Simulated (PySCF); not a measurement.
ZnS and its ions

RHF-MP2; Zn def2-TZVPPD, S def2-TZVPPD; no relativity (PySCF 2.14). Neutral (RHF): singlet (closed shell), Re = 2.049 Å, ωe = 476 cm⁻¹, De = 1.61 eV.

ZnS⁻ (UHF): doublet (σ ↑), Re = 2.116 Å, ωe = 421 cm⁻¹. The energies at the minima are -2176.30451 hartree for ZnS and -2176.38407 for ZnS⁻.

Question: Work out the adiabatic electron affinity, without and with harmonic zero-point energies (1 hartree = 27.2114 eV, 1 eV = 8065.5 cm⁻¹), and the change of the bond length.

Answer: At MP2: 0.07956 hartree = 2.165 eV between the minima; the zero-point term (476.0 − 421.0)/2 cm⁻¹ = +0.003 eV makes it 2.168 eV. Re changes by +6.7 pm against the neutral. The electron enters a σ orbital, and the longer bond of the ion fits an antibonding orbital, or a change in how ionic the bond is.

Correlated steps freeze 10 core orbitals. Where the molecule has an RHF reference, its open-shell atoms are computed with UHF. States were picked by a PBE0 search and need not be the measured ground states.

Neutral and ion stand on different kinds of reference determinant, which adds to the error of the difference.
